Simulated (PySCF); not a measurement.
# Ne²⁺: ionisation energy

Ne²⁺ [He] 2s2 2p4 [2p1/2^2 2p3/2^2, M_J = 2] → Ne³⁺ [He] 2s2 2p3 [2p1/2^2 2p3/2^1, M_J = 3/2], as a difference of total energies. All numbers are calculated (PySCF 2.14, the two-component X2C-1e Hamiltonian, in an even-tempered Gaussian basis (19 s from 0.12 bohr⁻², ratio 2.4; 12 p from 0.16 bohr⁻², ratio 2.4; 6 d from 1.9 bohr⁻², ratio 2.6; 5 f from 2.9 bohr⁻², ratio 2.6)). Correlated levels: nothing frozen; the 28 highest virtual spinors dropped. "Screened" scales the spin-orbit matrix elements by Boettger's factors to mimic the two-electron term; Breit and QED terms are absent.

```
                    method  ionisation energy (eV)
           GHF (spin-free)                  61.693
          GMP2 (spin-free)                  63.089
 GHF (screened spin-orbit)                  61.733
GMP2 (screened spin-orbit)                  63.129
```

Task: How much does correlation contribute at GMP2 (screened spin-orbit)?

Result: 63.129 − (61.733) = 1.396 eV, measured against GHF (screened spin-orbit).

The labels give the starting determinants; with spin-orbit coupling the two ends relaxed to ⟨J²⟩ = 6.00, ⟨L²⟩ = 2.00, ⟨S²⟩ = 2.00 and ⟨J²⟩ = 3.75, ⟨L²⟩ = 0.00, ⟨S²⟩ = 3.75.

For comparison: 63.423 eV (measured; NIST Atomic Spectra Database, ionization energies).
